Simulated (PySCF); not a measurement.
A structure optimised at B3LYP-D3(BJ)/def2-SVP, used in a PySCF frequency run:

```
Si
N 1 1.7438
H 2 1.0161 1 119.24
H 2 1.0165 3 109.87 1 -142.65
H 1 1.4953 2 106.12 3 49.21
C 1 1.8816 5 110.94 2 -116.80
H 6 1.1012 1 111.06 5 58.81
H 6 1.1022 7 108.38 1 122.33
H 6 1.1034 7 107.94 8 116.05
C 1 1.8905 5 107.86 2 123.90
H 10 1.1026 1 111.31 5 -60.30
H 10 1.1032 11 107.71 1 122.02
H 10 1.1034 11 107.71 12 115.97
```
Charge 0, spin multiplicity 1.

Problem. Write its SMILES and formula.

Solution. C[SiH](C)N, C₂H₉NSi

Problem. What are its rotational constants (standard atomic weights)?

Solution. 5.6429, 5.3242, 3.2252 GHz
